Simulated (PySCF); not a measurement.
Stretching GaH⁺

Set-up: Ga aug-cc-pVDZ-PP with ECP10, H aug-cc-pVDZ; scalar-relativistic core potentials (PySCF 2.14). Energies in eV from Ga⁺ + H in their ground configurations at the same level. State: ²Σ⁺ (doublet), unpaired electrons σ ↑.

All columns are BLYP. A positive dipole points towards H; it is taken about the centre of mass and depends on that origin.

```json
{"R (Å)": "1.454", "E (eV)": "-0.007", "μ (D)": "0.37", "Mulliken charge on Ga (basis-dependent)": "0.53", "HOMO (eV)": "-13.37", "LUMO (eV)": "-11.90", "Mayer bond order": "0.61", "⟨S²⟩": "0.75"}
{"R (Å)": "1.522", "E (eV)": "-0.170", "μ (D)": "0.41", "Mulliken charge on Ga (basis-dependent)": "0.58", "HOMO (eV)": "-13.40", "LUMO (eV)": "-11.90", "Mayer bond order": "0.64", "⟨S²⟩": "0.75"}
{"R (Å)": "1.589", "E (eV)": "-0.269", "μ (D)": "0.45", "Mulliken charge on Ga (basis-dependent)": "0.64", "HOMO (eV)": "-13.44", "LUMO (eV)": "-11.88", "Mayer bond order": "0.65", "⟨S²⟩": "0.76"}
{"R (Å)": "1.640", "E (eV)": "-0.313", "μ (D)": "0.49", "Mulliken charge on Ga (basis-dependent)": "0.68", "HOMO (eV)": "-13.46", "LUMO (eV)": "-11.86", "Mayer bond order": "0.66", "⟨S²⟩": "0.76"}
{"R (Å)": "1.691", "E (eV)": "-0.338", "μ (D)": "0.53", "Mulliken charge on Ga (basis-dependent)": "0.72", "HOMO (eV)": "-13.49", "LUMO (eV)": "-11.83", "Mayer bond order": "0.65", "⟨S²⟩": "0.76"}
{"R (Å)": "1.742", "E (eV)": "-0.349", "μ (D)": "0.57", "Mulliken charge on Ga (basis-dependent)": "0.76", "HOMO (eV)": "-13.51", "LUMO (eV)": "-11.78", "Mayer bond order": "0.64", "⟨S²⟩": "0.76"}
{"R (Å)": "1.809", "E (eV)": "-0.348", "μ (D)": "0.63", "Mulliken charge on Ga (basis-dependent)": "0.80", "HOMO (eV)": "-13.53", "LUMO (eV)": "-11.71", "Mayer bond order": "0.62", "⟨S²⟩": "0.76"}
{"R (Å)": "1.894", "E (eV)": "-0.333", "μ (D)": "0.71", "Mulliken charge on Ga (basis-dependent)": "0.84", "HOMO (eV)": "-13.56", "LUMO (eV)": "-11.59", "Mayer bond order": "0.57", "⟨S²⟩": "0.76"}
{"R (Å)": "1.995", "E (eV)": "-0.306", "μ (D)": "0.79", "Mulliken charge on Ga (basis-dependent)": "0.88", "HOMO (eV)": "-13.57", "LUMO (eV)": "-11.41", "Mayer bond order": "0.50", "⟨S²⟩": "0.76"}
{"R (Å)": "2.131", "E (eV)": "-0.269", "μ (D)": "0.88", "Mulliken charge on Ga (basis-dependent)": "0.91", "HOMO (eV)": "-13.57", "LUMO (eV)": "-11.11", "Mayer bond order": "0.41", "⟨S²⟩": "0.76"}
```

A fit through these points gives, at Re = 1.771 Å, μ = 0.60 D and dμ/dR = 0.881 D/Å; the reduced mass is 0.9933 u.

How strong is the fundamental in the double-harmonic approximation, I = 42.26·(dμ/dR)²/μred km/mol?

I = 42.26·(0.881)²/0.9933 = 33.0 km/mol at BLYP.

The bond is weak. Basis-set superposition, not corrected here, can be much of De in a small basis, most of all at correlated wavefunction levels. Spin–orbit coupling is left out. For an ion De counts to the pair picked by the measured ionisation energies or electron affinities, which need not be the lowest pair at this level. The state is the lowest determinant that a PBE0 search found; another state may lie lower at other levels.
